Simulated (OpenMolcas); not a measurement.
## Tl: effect of the active space

```json
{
 "Program": "OpenMolcas 26.06",
 "Method": "CASSCF or its RAS form",
 "Basis": "ANO-RCC-VTZP",
 "Scalar Hamiltonian": "DKH2, point nucleus",
 "Spin-orbit coupling": "state interaction with AMFI integrals over the reference wave functions, term energies averaged over their components"
}
```

A. 3 electrons in 4 orbitals (6s 6p); 2S+1 = 4 odd, 1 root (0 in the spin-orbit step); 2S+1 = 2 odd, 3 roots; 2S+1 = 4 even, 3 roots; cost about 14 core-seconds
B. 3 electrons in 8 orbitals (6s 6p 7s 7p); 2S+1 = 4 odd, 1 root (0 in the spin-orbit step); 2S+1 = 2 odd, 3 roots; 2S+1 = 4 even, 3 roots; cost of the order of 19 core-seconds
C. 3 electrons in 9 orbitals (RAS2 6s 6p; RAS3 6d, at most 2 electrons); 2S+1 = 4 odd, 1 root (0 in the spin-orbit step); 2S+1 = 2 odd, 3 roots; 2S+1 = 4 even, 3 roots; 2S+1 = 2 even, 5 roots (0 in the spin-orbit step); cost roughly 22 core-seconds

Energies in eV above 6s² 6p ²P°_1/2, the measured ground level; measured values from NIST Handbook of Basic Atomic Spectroscopic Data.

| Level | A | B | C | Measured |
| --- | --- | --- | --- | --- |
| 6s² 6p ²P°_1/2 | 0.0000 | 0.0000 | 0.0000 | 0.0000 |
| 6s² 6p ²P°_3/2 | 0.8931 | 0.7603 | 0.9144 | 0.9662 |
| 6s 6p² ⁴P_1/2 | 4.7268 | 4.9057 | 4.9187 |  |

Among A to C the level of the table that moves most is 6s 6p² ⁴P_1/2, by 1500 cm-1 (lowest in A, highest in C).

Some high roots are left out of the spin-orbit mixing, which shifts the levels that they would mix with. Spin-orbit splittings of 6p shells tend to come out small when the coupling is added on scalar orbitals. Terms of s pⁿ other than that of highest spin mix with s² pⁿ⁻² d, which this space lacks; all of them can be thousands of cm-1 off, and some have no real level of that name (holds for A; B). Active for correlation alone: 7p 7s; no level in the range computed is led by a configuration that fills them, so any true level of that kind is missing (holds for B). Active for correlation alone: 6d; no level in the range computed is led by a configuration that fills it, so any true level of that kind is missing (holds for C). Only configurations of the active space appear. Levels that lie high or do not pair safely by name in every column are left out.

° marks odd parity.
